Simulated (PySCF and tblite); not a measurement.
The numbers below are computed, except where a source is named.
System: C₅H₆FN₃O, numbered as in [CH3:1][C:2](=[O:3])[c:4]1[n:5][n:6]([CH3:7])[n:8][c:9]1[F:10].

Motion: rotation about the C4–C2 bond (torsion N5–C4–C2–C1 from -1° to 180°, rising). GFN2-xTB gives an electronic barrier of 3.8 kcal/mol and a reaction energy of 1.1 kcal/mol.

Q: What does CAM-B3LYP/pcSseg-1 + D3(BJ), IEF-PCM chloroform give on GFN2-xTB geometries?

A: A barrier of 7.5 kcal/mol, 3.7 above the tight-binding barrier (from unrounded values), a reaction energy of 1.4 kcal/mol and, with GFN2-xTB thermal terms, ΔG‡(298 K) = 7.9 kcal/mol and k = 2.1×10⁷ s⁻¹ (2 equivalent paths).

Programs: tblite and PySCF.
